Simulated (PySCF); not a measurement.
C₄H₆Ge, SMILES C#C[C](=C)[GeH3]. Geometry optimised at PBE-D3(BJ)/def2-SVP. The structure was generated by enumeration, and PubChem lists no compound with its InChIKey, so it may never have been made.

Level of theory: PBE-D3(BJ)/def2-SVP in PySCF.

Harmonic wavenumbers (cm⁻¹): 100, 121, 232, 261, 401, 412, 544, 609, 618, 627, 632, 724, 795, 844, 857, 906, 913, 1148, 1369, 1600, 2079, 2095, 2097, 2131, 3066, 3169, 3407. Rotational constants (GHz): 5.411, 1.992, 1.483; symmetry number 1.

Question: Work out the zero-point energy and the ideal-gas rigid-rotor harmonic-oscillator thermochemistry at 298.15 K and 1 atm.

Answer: ZPE = ½ Σ hcν = ½ × 31759 cm⁻¹ = 45.40 kcal/mol. H − E(el) = 50.44 kcal/mol. Entropy in cal/(mol K): translation 40.42, rotation 27.40, vibration 15.32, total 83.14. G − E(el) = 25.65 kcal/mol. Cp = 27.38 cal/(mol K). Modes under 150 cm⁻¹ make the vibrational entropy uncertain.
